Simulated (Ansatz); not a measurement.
`[F][GeH]1[NH]C[S]1`. The species carries charge 0 and has multiplicity 1. Correlated methods include outer-core shells of Ge, which these sets cover unevenly. Scalar relativity is left out up to krypton.

Cartesian coordinates in Å:
```
F 1.170 1.374 1.971
Ge -0.128 0.552 1.164
N 0.051 0.585 -0.642
C 0.146 -0.839 -0.922
S 0.203 -1.587 0.769
H -1.365 1.094 1.890
H -0.414 1.170 -1.317
H -0.721 -1.240 -1.453
H 1.059 -1.109 -1.460
```

(1) Give the diagnostics of a CCSD(T)/def2-TZVPP run (frozen core, Ansatz 0.2.0). (Best estimate.)

Results:

(1) Ansatz gave: T1 = 0.0122, largest single amplitude 0.019, largest double 0.023, (T) share of the correlation energy 4.0 %, 9 CCSD cycles. The RHF solution is stable towards an unrestricted one. T1 lies under the customary mark of 0.02 for closed shells.
